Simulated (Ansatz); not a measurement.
Calculated with Ansatz (gas phase, PBE0-D4/def2-TZVP geometries, no zero-point term in ΔE). CCSD(T)/CBS adds triple-zeta CCSD(T) − MP2 to the extrapolated MP2 energy (def2 sets, frozen cores). DFT in def2-TZVPP. One conformer a species, not always the lowest.

Reaction (substitution at a C–C bond): `CCBO` + `NCSS` → `CNCSS` + `CBO`

`CCBO`:

Z-matrix (Å, degrees):
```
C
C 1 1.528
H 1 1.093 2 111.4
H 1 1.092 2 111.9 3 120.3
H 1 1.093 2 111.0 3 -119.3
B 2 1.569 1 114.3 3 64.5
H 2 1.098 1 110.4 3 -62.4
H 2 1.101 1 108.7 3 -177.6
O 6 1.355 2 123.5 1 -141.1
H 6 1.202 2 121.4 1 40.3
H 9 0.962 6 113.1 2 1.8
```

`NCSS`:

Z-matrix (Å, degrees):
```
C
S 1 1.849
N 1 1.422 2 117.5
H 1 1.094 2 102.8 3 -121.8
H 1 1.091 2 107.1 3 124.3
S 2 2.038 1 101.7 3 -57.4
H 3 1.012 1 111.5 2 -57.3
H 3 1.013 1 110.7 2 62.9
H 6 1.349 2 99.4 1 -88.2
```

`CNCSS`:

Cartesian coordinates in Å:
```
C 1.462 0.228 -0.811
N 0.065 0.599 -0.747
C -0.835 -0.451 -0.450
S -0.633 -1.315 1.188
S -0.782 0.249 2.483
H 1.607 -0.500 -1.614
H 1.844 -0.215 0.119
H 2.058 1.110 -1.050
H -0.081 1.374 -0.112
H -1.862 -0.087 -0.486
H -0.724 -1.269 -1.168
H -2.121 0.277 2.646
```

`CBO`:

Cartesian coordinates in Å:
```
C 0.938 0.333 -0.150
B -0.441 -0.377 0.008
O -1.500 0.322 0.485
H 0.922 1.382 0.152
H 1.277 0.272 -1.191
H 1.702 -0.191 0.434
H -0.595 -1.538 -0.283
H -2.302 -0.202 0.545
```

| level | ΔE (kJ/mol) |
| --- | --- |
| r2SCAN-D4 | 8.8 |
| B2PLYP | 10.5 |
| r2SCAN | 9.5 |
| SCS-MP2/def2-QZVPP | 11.6 |

What does CCSD(T)/CBS give? (An estimate is asked.)

Ansatz gave: +12.0 kJ/mol. The listed levels differ from it by -3.2, -1.5, -2.5, -0.4 kJ/mol.

Largest T1 diagnostic among the species: 0.012.

The D4 term adds −3.6 kJ/mol with B3LYP and −2.1 kJ/mol with PBE0; it sums over pairs of atoms, weighted by their polarisabilities, and B3LYP, whose exchange is more repulsive, gets the larger term.

B3LYP here is the variant with VWN-RPA as its local correlation; programs differ in this.
